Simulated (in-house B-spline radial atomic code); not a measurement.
Configurations of Kr II (Kr+), with energies counted from [Ar] 3d10 4s2 4p5. All numbers are computed (scalar-relativistic (X2C) HSE06, spin-polarised, spherical fractional occupations, exact exchange averaged over the configuration; Fermi nucleus of rms radius 4.1884 fm) with a radial B-spline atomic code at the basis-set limit, not measured. Shells without spins written out take the highest spin.

Occupations are held fixed; configurations that lie above the ionisation limit could autoionise.

| configuration | E - E(ref) (eV) | highest orbital | its <r> (bohr) |
| --- | --- | --- | --- |
| [Ar] 3d10 4s2 4p4 4f1 | 20.76 | 4f up | 8.433 |
| [Ar] 3d10 4s1 4p5 5s1 | 29.426 | 5s up | 4.104 |
| [Ar] 3d10 4s1 4p5 4d1 | 30.661 | 4d up | 3.11 |
| [Ar] 3d9 4s2 4p5 5s1 | 95.704 | 5s up | 4.052 |
| [Ar] 3d9 4s2 4p5 4d1 | 96.956 | 4d up | 3.026 |

Order these further configurations by energy, lowest first.
A. [Ar] 3d10 4s1 4p5 5d1
B. [Ne] 3s2 3p5 3d10 4s2 4p6
C. [Ar] 3d9 4s2 4p5 4f1
D. [Ar] 3d10 4s2 4p4 5p1
E. [Ar] 3d10 4s1 4p5 4f1

D (16.649 eV), A (35.28 eV), E (36.317 eV), C (102.73 eV), B (196.57 eV).
